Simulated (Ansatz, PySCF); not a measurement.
W(O)(NH)(F)(Cl) (ClFHNOW), SMILES [NH]=[W](=[O])([F])[Cl], multiplicity 1.

Geometry optimised at PBE-D3(BJ)/def2-SVP. The spin state was assumed, not searched. The structure was generated by enumeration; whether it is a known compound was not checked. The def2 effective core potentials stand for the cores of W; spin–orbit coupling is left out.

Vertical ionisation energy (IE) and electron affinity (EA) in eV. Rows of orbital energies are one-electron estimates. Where ΔSCF, EOM or ADC give a negative EA the extra electron is unbound and the value depends on the basis.

```csv
level,IE,EA
"−ε(HOMO), −ε(LUMO), PBE0/def2-TZVP (PySCF)",8.82,2.63
"−ε(HOMO), −ε(LUMO), PBE/def2-TZVP (PySCF)",7.38,3.34
"ΔSCF, CAM-B3LYP/def2-SVPD (Ansatz), final states of multiplicity 2 and 2",11.02,1.06
"ΔSCF, PBE/def2-SVPD (Ansatz), final states of multiplicity 2 and 2",[?],[?]
```

**Question.** What belongs in the gaps? (Estimate from the structure and the level; the computed values follow.)

**Answer.** 
- ΔSCF, PBE/def2-SVPD (Ansatz, a quantum-chemistry and plane-wave program), final states of multiplicity 2 and 2, IE: 10.61
- ΔSCF, PBE/def2-SVPD (Ansatz), final states of multiplicity 2 and 2, EA: 0.52

**Question.** What vertical singlet–triplet gap does ΔSCF give with CAM-B3LYP/def2-SVPD (Ansatz) and with PBE/def2-SVPD (Ansatz)? (An estimate is asked for; the answer gives what the named calculation found.)

**Answer.** 3.68 and 3.95 eV (triplet above singlet where positive).
